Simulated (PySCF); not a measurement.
Method: ωB97X-D3(BJ)/def2-TZVP // PBE0-D3(BJ)/def2-SVP in PySCF. Gas-phase values, no solvent. One relaxed conformer stands for a flexible species; it need not be the lowest. Delta-SCF ions had no search for a lower state. Excitations are Tamm–Dancoff values on a coarser integration grid. The basis has no diffuse functions, so Rydberg states are missing or too high.

Reference species (SMILES): `c1c(O)c(B)c2-c1ccccc2` (neutral, multiplicity 1).

The HOMO–LUMO gap comes out as 7.80 eV and the T1 excitation (TDA) comes out as 2.39 eV. The vertical electron affinity (Delta-SCF) comes out as 0.75 eV.

Changed species: `c1c(B)ccc2-c(c1)cc(c2)O`.

Q: What does the change do to the HOMO–LUMO gap, T1 excitation (TDA) and vertical electron affinity (Delta-SCF)?

A: the HOMO–LUMO gap decreases by 0.78 eV, to 7.02 eV; the T1 excitation (TDA) drops by 0.42 eV, to 1.97 eV; the vertical electron affinity (Delta-SCF) goes up by 0.51 eV, to 1.26 eV.
